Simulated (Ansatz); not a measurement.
Relaxation of CH$_{7}$NSiSn (11 atoms, charge 0, multiplicity 1), to a largest force component of 0.02 eV/Å in at most 50 steps.

All numbers below come from RKS PBE0-D4/def2-SVP in Ansatz.

```xyz
11
Properties=species:S:1:pos:R:3
C -1.226 1.428 -0.107
Sn 0.310 0.273 -0.918
N 1.401 -0.476 0.658
Si 0.679 -1.949 0.166
H -1.812 1.966 -0.967
H -1.978 0.839 0.441
H -0.826 2.240 0.568
H 2.340 -0.129 0.375
H 0.968 -0.134 1.588
H 1.523 -2.886 -0.488
H -0.447 -2.352 1.151
```

Problem. Where does it end, and by what steps?

Solution. It converged. After 14 steps the energy has fallen by 2.130 eV; H5 moved furthest, 0.71 Å.

```
step  energy less start (eV)  largest force component (eV/Å)  accepted
   0                  0.0000                           5.391       yes
   1                 -1.4795                           1.961       yes
   2                 -1.9833                           0.659       yes
   3                 -2.0593                           1.432       yes
   4                 -2.1007                           0.220       yes
   5                 -2.1152                           0.064       yes
   6                 -2.1166                           0.338       yes
   7                 -2.1236                           0.079       yes
   8                 -2.1255                           0.082       yes
   9                 -2.1267                           0.096       yes
  10                 -2.1157                           0.362        no
  11                 -2.1290                           0.021       yes
  12                 -2.1291                           0.058       yes
  13                 -2.1294                           0.030       yes
  14                 -2.1295                           0.018       yes
```

```xyz
11
Properties=species:S:1:pos:R:3
C -1.177 1.325 -0.082
Sn 0.531 0.610 -1.318
N 1.421 -0.372 0.704
Si 0.398 -1.681 -0.118
H -2.079 1.356 -0.715
H -1.400 0.685 0.786
H -0.975 2.350 0.269
H 2.424 -0.531 0.776
H 1.083 0.017 1.582
H 1.332 -2.838 -0.313
H -0.625 -2.101 0.898
```

Time of the run: 58 s on 2 threads of Arm Neoverse V1, with other jobs on the host, peak memory 0.26 GiB.
